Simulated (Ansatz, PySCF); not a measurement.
This PySCF input computes a PBE/def2-TZVPD energy:

```python
from pyscf import gto, scf, dft

mol = gto.M(
    atom='''
    B     0.69591944    0.23306312   -0.11186508
    O     1.07728501    1.42157826    0.29926586
    C    -0.26658478   -0.93430802    0.03338347
    O    -1.40394228   -0.85576297   -0.44604390
    H     0.63242677    1.80210014    1.07246661
    H     0.10074296   -1.88809008    0.46078218
    ''',
    basis='def2-tzvpd',
    charge=0,
    spin=1,
    verbose=4,
)

mf = dft.UKS(mol, xc='pbe').density_fit(auxbasis='def2-universal-jkfit')
mf.grids.level = 3
mf.conv_tol = 1e-9
mf.max_cycle = 100
mf.max_memory = 1500
mf.kernel()
if not mf.converged:
    mf = mf.newton()
    mf.kernel(mf.make_rdm1())
for _ in range(2):
    mo, _, stable, _ = mf.stability(return_status=True)
    if stable:
        break
    mf.kernel(mf.make_rdm1(mo, mf.mo_occ))
mf.analyze()
```

Q: Write an input for the same energy in Ansatz (a quantum-chemistry and plane-wave program) and say what it gives.

A: 
Ansatz 0.2 input:
```yaml
crystal:
  periodic: [false, false, false]
  atoms:
    - {symbol: B, position_ang: [0.69591944, 0.23306312, -0.11186508]}
    - {symbol: O, position_ang: [1.07728501, 1.42157826, 0.29926586]}
    - {symbol: C, position_ang: [-0.26658478, -0.93430802, 0.03338347]}
    - {symbol: O, position_ang: [-1.40394228, -0.85576297, -0.44604390]}
    - {symbol: H, position_ang: [0.63242677, 1.80210014, 1.07246661]}
    - {symbol: H, position_ang: [0.10074296, -1.88809008, 0.46078218]}
basis:
  gaussian:
    orbitals: def2-TZVPD
hamiltonian:
  xc: {name: PBE}
magnetization: {spin_polarized: true, initial_magnetization: 1}
output: {forces: true}
```
It gives -214.40864 Eh, and PySCF -214.40870 Eh, a difference of 0.06 mEh, from the treatment of integrals and grids.

It need not be the lowest isomer of its formula.
